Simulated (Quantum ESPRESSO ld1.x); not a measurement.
Question: These are the eigenvalues of the occupied orbitals of an atom or ion with whole-number occupations (Ry). All-electron calculation, scalar-relativistic Kohn-Sham, LDA (Slater exchange, Perdew-Zunger correlation), spin-polarised, spherical densities, point nucleus. Program: ld1.x of Quantum ESPRESSO 7.5.

| orbital | eigenvalue |
|---|---|
| 1s down | -4983.82 |
| 1s up | -4983.82 |
| 2s up | -886.276 |
| 2s down | -886.258 |
| 2p up | -781.416 |
| 2p down | -781.403 |
| 3s up | -231.012 |
| 3s down | -230.661 |
| 3p up | -199.820 |
| 3p down | -199.469 |
| 3d up | -163.353 |
| 3d down | -163.079 |
| 4s up | -74.5129 |
| 4s down | -73.9275 |
| 4p up | -64.0015 |
| 4p down | -63.4362 |
| 4d up | -50.5790 |
| 4d down | -50.0276 |
| 4f up | -35.5853 |
| 4f down | -35.0116 |

Which element is it, and in what charge state? The configuration may be excited. Open shells, if any, are filled with parallel spins first.

Answer: Z = 73, tantalum, charge +19: Ta19+ in [Kr] 4d10 4f8. The list shows which subshells hold electrons but not how many an open one holds; the 1s level, -2491.9 hartree, gives Z - s = 70.6 by -(Z - s)^2/2, which with screening and relativity narrows Z to a few neighbours, and the depths of the outer levels then fix element, charge and occupations together.
